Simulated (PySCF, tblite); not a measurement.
`CNP1(=N)C=CC=C1`. The geometry is computed with GFN2-xTB (gas phase).

```
atom  x, y, z in Å
C1     2.4861   -0.1224   -0.4090
N2     1.2393   -0.8295   -0.1412
P3     0.0611    0.1420    0.5561
N4     0.6682    0.9633    1.7391
C5    -0.7606    0.9715   -0.8502
C6    -1.9963    0.4841   -0.9906
C7    -2.3404   -0.6032   -0.0847
C8    -1.3719   -0.9681    0.7600
H9     2.9538    0.2688    0.4980
H10    2.2614    0.7169   -1.0664
H11    3.1770   -0.7964   -0.9158
H12    1.4019   -1.6373    0.4544
H13    0.0357    1.6014    2.1976
H14   -0.3417    1.7844   -1.4185
H15   -2.7150    0.8342   -1.7165
H16   -3.3164   -1.0623   -0.1341
H17   -1.4492   -1.7354    1.5119
```

Which two atoms are farthest apart?

H11···H16, 6.55 Å; the next longest distance is 6.44 Å.

Where is the centre of mass (commonest isotopes), and what is the radius of gyration?

Mass 128.050 u; centre at (-0.134, 0.026, 0.157) Å; Rg = √(Σ m r²/M) = 1.876 Å. As Ia + Ib + Ic = 2 Σ m r², the three principal moments sum to 901.0 u·Å².

What is the repulsion energy of the bare nuclei, Σ ZA·ZB/RAB?

458.29 Eh over 136 pairs, with full nuclear charges and distances in bohr; the largest single term is 35.55 Eh (P3 with N4).

What are the angles N2–C1–H11, N4–P3–C8, N2–P3–C5, C5–C6–H15, C7–C6–H15?

From the scalar product of the two bond vectors; for N2–C1–H11 it is -0.5205 Å² over 1.4582 × 1.0902 Å², cos θ = -0.3275. N2–C1–H11 109.1°; N4–P3–C8 122.7°; N2–P3–C5 105.0°; C5–C6–H15 124.6°; C7–C6–H15 120.2°.

How far apart are these pairs, which share no bond: C1···N4, P3···C6, P3···H13, N4···C7, N4···H15, C5···H12, C6···H9?

C1···N4 3.016 Å (3 bonds apart); P3···C6 2.597 Å (2 bonds apart); P3···H13 2.197 Å (2 bonds apart); N4···C7 3.851 Å (3 bonds apart); N4···H15 4.838 Å (4 bonds apart); C5···H12 3.631 Å (3 bonds apart); C6···H9 5.174 Å (5 bonds apart).

Write the matrix of distances between heavy atoms (Å, lower triangle).

```
C1    0.000
N2    1.458  0.000
P3    2.623  1.679  0.000
N4    3.016  2.660  1.563  0.000
C5    3.454  2.783  1.828  2.957  0.000
C6    4.560  3.594  2.597  3.845  1.336  0.000
C7    4.861  3.587  2.595  3.851  2.358  1.456  0.000
C8    4.119  2.766  1.824  2.975  2.594  2.359  1.336  0.000
```

Its GFN2-xTB frequencies are all real (lowest 68 cm⁻¹). The numbers are those of one conformer. 2 starts were optimised and ended at 0.00 and 0.16 kcal/mol (GFN2-xTB); the lowest of these is shown.
